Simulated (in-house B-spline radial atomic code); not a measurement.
## Ionising Kr with different functionals

Computed with an all-electron radial atomic-structure program (B-spline basis): non-relativistic Hamiltonian, point nucleus, spin-polarised at highest spin, spherical fractional occupations for the functionals, the average over the highest-spin determinants for Hartree-Fock. The ionisation energy is the difference of two self-consistent energies, [Ar] 3d10 4s2 4p6 → [Ar] 3d10 4s2 4p5, without Breit or QED terms; ε is the level of the shell that loses the electron (its least bound occupied spin orbital). There is no spin-orbit coupling in this Hamiltonian.

Hybrids are left out here: with spherical fractional occupations of an open shell their exact exchange keeps a self-interaction that integer-occupation calculations don't have.

| method | rung | ΔSCF (eV) | -ε(4p) (eV) |
| --- | --- | --- | --- |
| Hartree-Fock | Hartree-Fock | 13.26 | 14.26 |
| LDA VWN5 | LDA | 14.27 | 9.42 |
| LDA PW92 | LDA | 14.27 | 9.42 |
| LDA exchange-only | LDA | 12.89 | 8.16 |
| PBE | GGA | 14.10 | 9.28 |
| PBEsol | GGA | 14.10 | 9.27 |
| BLYP | GGA | 13.95 | 9.12 |
| RPBE | GGA | 14.06 | 9.25 |
| PW91 | GGA | 14.16 | 9.34 |
| BP86 | GGA | 14.21 | 9.38 |
| AM05 | GGA | 14.07 | 9.24 |
| OLYP | GGA | ? | ? |
| TPSS | meta-GGA | ? | ? |
| SCAN | meta-GGA | 14.45 | 9.69 |
| r2SCAN | meta-GGA | 14.46 | 9.68 |
| M06-L | meta-GGA | 14.14 | 9.53 |
| revTPSS | meta-GGA | 14.23 | 9.44 |

(1) What does TPSS give?

(2) What does OLYP give?

(3) How do they compare with the NIST value?

Answers

(1) ΔSCF 14.22 eV, and -ε(4p) = 9.42 eV.

(2) ΔSCF 14.02 eV, and -ε(4p) = 9.21 eV.

(3) NIST lists 14.000 eV (measured, ground level to ground level). Errors run from -1.11 to +0.46 eV; OLYP is closest (+0.02 eV), but part of that can be cancellation, since the calculations leave out relativity, Breit-QED terms, multiplet and fine-structure energies. Hartree-Fock also lacks correlation.
